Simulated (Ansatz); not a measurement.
CH$_{7}$BFGeN (`B[N]([GeH3])CF`) at its PBE0-D4/def2-TZVP geometry, where that method's forces vanish. Charge 0, multiplicity 1.

```
atom    x (Å)    y (Å)    z (Å)
  B1   0.3923   1.6050   0.1882
  N2  -0.0508   0.2856   0.0786
 Ge3   0.7849  -0.9477  -1.0598
  C4  -1.1183  -0.2128   0.8793
  F5  -0.6511  -1.1809   1.7546
  H6   1.2936   1.9806  -0.5046
  H7  -0.1485   2.3390   0.9666
  H8   1.8319  -1.7508  -0.2795
  H9   1.4310  -0.1415  -2.1884
 H10  -0.3266  -1.8745  -1.5776
 H11  -1.5495   0.5974   1.4709
 H12  -1.8890  -0.6994   0.2717
```

Task: For each bond, give half the difference of the two atoms' forces along it (eV/Å; positive pushes the atoms apart) under PBE-D4, r2SCAN-D4, B3LYP-D4, ωB97M-V in def2-TZVPP. (An estimate is asked.)

Result: Computed: 
```tsv
bond	length (Å)	PBE-D4	r2SCAN-D4	B3LYP-D4	ωB97M-V
B1–N2	1.396	0.05	0.07	0.01	0.08
B1–H6	1.197	-0.02	-0.08	-0.12	-0.11
B1–H7	1.199	0.02	-0.06	-0.11	-0.13
N2–Ge3	1.875	0.20	0.04	0.18	0.00
N2–C4	1.424	0.05	0.12	0.12	0.19
Ge3–H8	1.533	0.03	-0.05	-0.04	-0.09
Ge3–H9	1.530	0.03	-0.06	-0.05	-0.07
Ge3–H10	1.537	0.04	-0.06	-0.04	-0.08
C4–F5	1.386	0.52	0.34	0.41	0.24
C4–H11	1.092	0.06	-0.09	-0.18	-0.17
C4–H12	1.095	0.04	-0.10	-0.16	-0.15
```

B3LYP here is the variant with VWN-RPA as its local correlation; programs differ in this.
